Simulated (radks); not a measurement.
Results of a calculation; reference values are marked as such.
Species: Ta II. Configuration: [Xe] 4f13 5d5 (not the ground configuration).

Level of theory: Dirac Kohn-Sham, PBE, spin-unpolarised, spherical densities, finite nucleus; open shells are shared between the two j in proportion to 2j + 1; Fermi nuclear charge, rms radius 5.3507 fm (a radial shooting solver on a logarithmic mesh with Libxc functionals).

Energy parts (hartree):
part                       energy
total                 -15622.3530
kinetic                17530.0281
electron-nucleus      -38923.2729
Hartree                 6087.5879
exchange-correlation    -316.6961

Orbitals (lengths in bohr, moments of r in powers of bohr; <r^-3> diverges for s and p1/2):
orbital     occ.  eigenvalue (hartree)       <r^4>  <r^-3>   <1/r>
1s1/2          2             -2472.053   6.210e-07       -   85.40
2s1/2          2             -424.9079  0.00009343       -   20.74
2p1/2          2             -406.1749  0.00005641       -   20.71
2p3/2          4             -359.5019  0.00008125   15570   17.50
3s1/2          2             -97.79206    0.003466       -   7.611
3p1/2          2             -89.44914    0.003066       -   7.528
3p3/2          4             -79.40288    0.004018    3502   6.698
3d3/2          4             -65.28749    0.002744   603.9   6.590
3d5/2          6             -63.09985    0.002980   516.0   6.393
4s1/2          2             -20.36619     0.08160       -   3.200
4p1/2          2             -16.92157     0.08942       -   3.091
4p3/2          4             -14.59679      0.1172   811.2   2.803
4d3/2          4              -8.92740      0.1517   122.4   2.589
4d5/2          6              -8.49834      0.1652   102.5   2.520
4f5/2    5.57143              -1.43636      0.5354   18.47   2.059
4f7/2    7.42857              -1.36033      0.5761   17.62   2.030
5s1/2          2              -3.00489       2.621       -   1.240
5p1/2          2              -1.98914       4.142       -   1.110
5p3/2          4              -1.65264       5.838   114.9   1.006
5d3/2          2              -0.38977       46.98   7.575  0.6553
5d5/2          3              -0.36432       55.46   6.058  0.6295

The highest occupied level is 5d5/2 at -9.914 eV. The density falls to 0.001 e/bohr^3 at r = 4.16 bohr. Summed over all electrons, <r^2> = 51.60 bohr^2, which gives a Langevin (diamagnetic) susceptibility term of -40.9 x 10^-6 cm^3/mol.
